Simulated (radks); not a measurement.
Results of a calculation; reference values are marked as such.
How relativity changes the ionisation of the oxygen ion O2+ ([He] 2s2 2p2) to O3+ ([He] 2s2 2p1). Spin-unpolarised spherical Kohn-Sham, PBE, point nucleus unless stated (finite: rms radius 2.6991 fm), a radial shooting solver on a logarithmic mesh with Libxc functionals. A level marked "c x" has the speed of light scaled by that factor and shares open shells by 2j + 1; other Dirac levels either fill j = l - 1/2 first or share by 2j + 1.

| level | E(O2+) (hartree) | E(O3+) (hartree) | IE (eV) | HOMO | <r> HOMO (bohr) |
|---|---|---|---|---|---|
| non-rel. | -73.10655 | -71.12679 | 53.872 | 2p | 1.002 |
| scalar-rel. | -73.16376 | -71.18412 | 53.869 | 2p | 1.002 |
| scalar-rel., finite nucleus | -73.16374 | -71.18411 | 53.869 | 2p | 1.002 |
| Dirac, 2j+1 shares | -73.16376 | -71.18413 | 53.869 | 2p3/2 | 1.002 |
| Dirac, low j first | -73.16634 | -71.18566 | 53.897 | 2p1/2 | 1.001 |
| Dirac, 2j+1 shares, finite nucleus | -73.16375 | -71.18411 | 53.869 | 2p3/2 | 1.002 |
| Dirac, c x 0.85 | -73.18579 | -71.20620 | 53.867 | 2p3/2 | 1.002 |
| Dirac, c x 3 | -73.11290 | -71.13315 | 53.872 | 2p3/2 | 1.002 |
| Dirac, c x 10 | -73.10712 | -71.12736 | 53.872 | 2p3/2 | 1.002 |

NIST Atomic Spectra Database: 54.936 eV (semi-empirical). The relativistic part of the total energy of O2+ is -0.0572 hartree (Dirac, 2j+1 shares, finite nucleus), 0.078 % of the non-relativistic value. Spin polarisation and multiplet splitting of open shells are left out at every level.

Beside tabulated values, note that spin-unpolarised runs miss the spin-polarisation part of the exchange energy of open shells.
